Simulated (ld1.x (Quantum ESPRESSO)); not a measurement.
## Before and after: TM potential for Sb

Sb, norm-conserving Troullier–Martins (Kleinman–Bylander form), made with ld1.x (Quantum ESPRESSO) 7.5 (revPBE, fully relativistic). Core [Kr], reference 4d10 5s1.5 5p3.5. Waves: 5s (bound): rc 2.05 bohr; 5p (bound): rc 1.60 bohr; 4d (bound): rc 1.40 bohr. Local part: all-electron potential smoothed inside 1.85 bohr (lloc = -2). Core correction: Bessel-smoothed model core inside 0.65 bohr.

Open shells are filled in proportion to 2j + 1 (rel_dist='average').

Change: wave 5p (bound): rc 1.60 bohr becomes 5p (bound): rc 1.72 bohr.

Cutoffs: the cutoffs (Ry, on a coarse ladder) from which the occupation-weighted sum of valence levels, in a spherical-Bessel basis at the reference potential, stays within 10 and 1 mRy of its value at 400 Ry; they do not see the model core or the augmentation charge, which bear on the density cutoff. Errors are all-electron minus pseudo energies relative to the spin-unpolarised reference configuration.

**Question.** How do hardness, ghosts and transferability respond?

**Answer.** The potential gets neither clearly harder nor softer (100 Ry and 160 Ry → 100 Ry and 160 Ry); the d channel sets the loose cutoff, while the largest relative change is in p, which becomes softer; of the 7 tests that both files solve, the error grows in 3 and shrinks in 3 by more than 15 % and 0.3 meV (median size 1.0 → 1.3 meV); neither file shows a bound ghost.

| quantity | base | changed |
| --- | --- | --- |
| cutoff, loose | 100 Ry | 100 Ry |
| cutoff, tight | 160 Ry | 160 Ry |
| loose cutoff by channel (10 mRy a level) | s 12 Ry, p 45 Ry, d 80 Ry | s 12 Ry, p 30 Ry, d 80 Ry |
| bound ghosts | none | none |
| error for 4d10 5s2 5p3, meV [ΔE -4.01 eV] | -0.4 | 0.0 |
| error for 4d10 5s2 5p2, meV [ΔE 4.27 eV] | +1.0 | +1.3 |
| error for 4d10 5s2 5p1, meV [ΔE 20.18 eV] | +11 | +10 |
| error for 4d9 5s2 5p4, meV [ΔE 27.09 eV] | -126 | -197 |
| error for 4d10 5s1 5p0, meV [ΔE 88.59 eV] | +19 | +12 |
| error for 4d10 5s1 5p4, meV [ΔE 4.06 eV] | -0.8 | -0.1 |
| error for 4d10 5s2 5p3.3, meV [ΔE -5.16 eV] | +0.4 | +0.8 |
| s: phases at 2.25 bohr within 0.05 rad from the reference energy up to (Ry; the scan ends near 5) | 1.4 | 1.4 |
| p1/2: phases at 2.25 bohr within 0.05 rad from the reference energy up to (Ry; the scan ends near 5) | 1.8 | 2.1 |
| p3/2: phases at 2.25 bohr within 0.05 rad from the reference energy up to (Ry; the scan ends near 5) | 1.3 | 1.5 |
| d3/2: phases at 2.25 bohr within 0.05 rad from the reference energy up to (Ry; the scan ends near 5) | 0.6 | 0.6 |
| d5/2: phases at 2.25 bohr within 0.05 rad from the reference energy up to (Ry; the scan ends near 5) | 0.6 | 0.6 |
